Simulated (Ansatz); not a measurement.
A run for Ansatz (a program for electronic structure): R-r2SCAN/def2-TZVPP on BH3S (SMILES BS), a point of a torsion scan.

Ansatz 0.2 input:
```yaml
crystal:
  periodic: [false, false, false]
  atoms:
    - {symbol: B, position_ang: [-0.57916649, -0.02093600, 0.00486457]}
    - {symbol: S, position_ang: [1.11637569, -0.53960450, 0.46083902]}
    - {symbol: H, position_ang: [-1.36008427, -0.83826143, -0.28870163]}
    - {symbol: H, position_ang: [-0.87205258, 1.10501587, 0.10788372]}
    - {symbol: H, position_ang: [1.53546323, -0.45986904, -0.79628593]}
basis:
  gaussian:
    orbitals: def2-TZVPP
hamiltonian:
  xc: {name: r2SCAN}
scf: {lower_state_search: off}
```

**Question.** Give the final energy of this run.

**Answer.** -424.7905 hartree.
